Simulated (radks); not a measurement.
Q: The sulfur ion S4+, 12 electrons, occupied as [Ne] 3s2. All-electron calculation, scalar-relativistic Kohn-Sham, PBE, spin-unpolarised, spherical densities, finite nucleus; Fermi nuclear charge, rms radius 3.2611 fm. Program: a radial shooting solver on a logarithmic mesh with Libxc functionals. Some entries of the table are withheld. Estimate them.

| orbital | occ. | eigenvalue (eV) | <r^2> (bohr^2) |
|---|---|---|---|
| 1s | 2 | (1) | 0.01263 |
| 2s | 2 | (2) | 0.2705 |
| 2p | 6 | -216.1877 | (3) |
| 3s | 2 | (4) | (5) |

A: 
(1) 1s eigenvalue (eV): -2468.004
(2) 2s eigenvalue (eV): -271.1296
(3) 2p <r^2> (bohr^2): 0.2410
(4) 3s eigenvalue (eV): -65.9265
(5) 3s <r^2> (bohr^2): 2.451
